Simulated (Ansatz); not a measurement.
Consider the atomization: `B[N][GeH3]`• → B• + Ge• + 5 H• + N•.

Computed with Ansatz on PBE0-D4/def2-TZVP structures; ΔE is electronic, products minus reactants. CCSD(T)/CBS is the MP2 limit (def2-TZVPP, def2-QZVPP) plus CCSD(T) − MP2 in def2-TZVPP, frozen cores. This one scheme is used for every species, atoms too. DFT in def2-TZVPP. Open shells (•) are unrestricted, without spin–orbit coupling. Spin–orbit coupling would lower the free atoms: a little for B; clearly for Ge. For Ge outer-core shells are correlated without core-valence functions, so the limit isn't a true one: a few kJ/mol of doubt a bond, and 10 to 20 or more in all where bonds break to atoms. Scalar relativity is left out up to krypton.

```json
{"species": "`B[N][GeH3]`•", "LDA (SPW92) energy (Eh)": "-2155.66031"}
{"species": "B•", "LDA (SPW92) energy (Eh)": "-24.35270"}
{"species": "Ge•", "LDA (SPW92) energy (Eh)": "-2073.74381"}
{"species": "H•", "LDA (SPW92) energy (Eh)": "-0.47838"}
{"species": "N•", "LDA (SPW92) energy (Eh)": "-54.13045"}
```

**Question.** Work out ΔE.

**Answer.** ΔE = 5 × (-0.47838) + (-24.35270) + (-2073.74381) + (-54.13045) − (-2155.66031) = 1.04145 Eh = +2734.3 kJ/mol. CCSD(T)/CBS gives +2386.4 kJ/mol.

Largest T1 diagnostic among the species: 0.022.

At CCSD(T), def2-SVP lies −135.9 kJ/mol from the extrapolated value and def2-TZVPP −49.9 kJ/mol: correlation converges slowly with the basis, and small sets miss more of it in the bonded molecule than in its fragments. From PBE to PBE0 (25 % exact exchange), in def2-TZVPP and without D4, ΔE moves by −38.1 kJ/mol: exact exchange takes away binding that semilocal exchange gives to molecules.

For atomizations the MP2-based limit and the directly extrapolated one differ by several kJ/mol either way, and by 10 to 25 for some Ge, Se and Sn compounds, so smaller differences from it don't rank the levels.
